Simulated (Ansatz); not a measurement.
C₂H₃FO₂Zr, SMILES `C#[C][Zr]([OH])([OH])[F]` at its PBE0-D4/def2-TZVP geometry, where that method's forces vanish. The species carries charge 0 and has multiplicity 1. Zr takes the def2 core potential.

| atom | x (Å) | y (Å) | z (Å) |
| --- | --- | --- | --- |
| C1 | -1.119 | -0.698 | -2.394 |
| C2 | -0.629 | -0.505 | -1.299 |
| Zr3 | 0.256 | -0.200 | 0.695 |
| O4 | 2.014 | 0.495 | 0.456 |
| O5 | -0.870 | 0.999 | 1.657 |
| F6 | 0.345 | -1.872 | 1.611 |
| H7 | -1.550 | -0.870 | -3.355 |
| H8 | 2.840 | 0.970 | 0.456 |
| H9 | -1.288 | 1.681 | 2.174 |

Problem. For each bond, give half the difference of the two atoms' forces along it (eV/Å; positive pushes the atoms apart) under PBE-D4, r2SCAN-D4, B3LYP-D4, ωB97M-V in def2-TZVPP. (Best estimate.)

Solution. Ansatz gave: 
```
  bond  length (Å)  PBE-D4  r2SCAN-D4  B3LYP-D4  ωB97M-V
 C1–C2       1.215    0.98       0.38     -0.01    -0.36
 C1–H7       1.067   -0.35      -0.23     -0.11     0.07
C2–Zr3       2.203   -0.64      -0.21      0.00     0.28
Zr3–O4       1.906   -0.01       0.11      0.17     0.07
Zr3–O5       1.905   -0.01       0.11      0.17     0.07
Zr3–F6       1.909    0.20       0.03      0.15    -0.01
 O4–H8       0.953    0.29      -0.05     -0.11    -0.09
 O5–H9       0.953    0.29      -0.06     -0.11    -0.10
```

B3LYP here is the variant with VWN-RPA as its local correlation; programs differ in this.
